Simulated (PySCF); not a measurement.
Compound: B3ClH5N.
Numbering: `[BH2:1][B:2]([Cl:3])[BH:4][NH2:5]` (hydrogens: H6, H7 on B1; H8 on B4; H9, H10 on N5)

Theory: PySCF, PBE0-D3(BJ)/def2-SVP geometry optimisation, gas phase.

Q: List the bond lengths, angles and torsions at this level.

A: 
| bond | length (Å) |
| --- | --- |
| B1–B2 | 1.662 |
| B2–Cl3 | 1.781 |
| B2–B4 | 1.697 |
| B4–N5 | 1.391 |
| B1–H6, B1–H7 | 1.212 |
| B4–H8 | 1.216 |
| N5–H9, N5–H10 | 1.012 |

Bonds in one row agree within 0.01 Å and their mean is given. A selection of angles:
| angle | degrees |
| --- | --- |
| B2–B1–H6 | 120.8 |
| B2–B1–H7 | 122.6 |
| H6–B1–H7 | 116.5 |
| B1–B2–Cl3 | 115.3 |
| B1–B2–B4 | 127.7 |
| Cl3–B2–B4 | 117.0 |
| B2–B4–N5 | 124.0 |
| B2–B4–H8 | 118.7 |
| N5–B4–H8 | 117.3 |
| B4–N5–H9 | 122.9 |
| H9–N5–H10 | 113.1 |

Dihedral angles: B1–B2–B4–N5 -82° (synclinal). The mirror-image conformer, all signs reversed, is as good.

The 2 B–B bonds span 1.662 Å (B1–B2, drawn single) to 1.697 Å (B2–B4, drawn single), a spread of 0.035 Å. B1 (three-coordinate boron) is planar (angles 122.6°, 120.8° and 116.5°, sum 360.0°, 0.00 Å off the plane of its three neighbours). N5 (boron-bound nitrogen) is planar (angles 124.0°, 122.9° and 113.1°, sum 360.0°, 0.01 Å off the plane of its three neighbours). B4 (three-coordinate boron) is planar (angles 124.0°, 118.7° and 117.3°, sum 360.0°, 0.00 Å off the plane of its three neighbours). B2 (three-coordinate boron) is planar (angles 127.7°, 117.0° and 115.3°, sum 360.0°, 0.01 Å off the plane of its three neighbours).

Point group: C1 (no symmetry element, even within 0.4 Å). Not checked by PBE0-D3(BJ)/def2-SVP frequencies. One conformer, not necessarily the lowest.
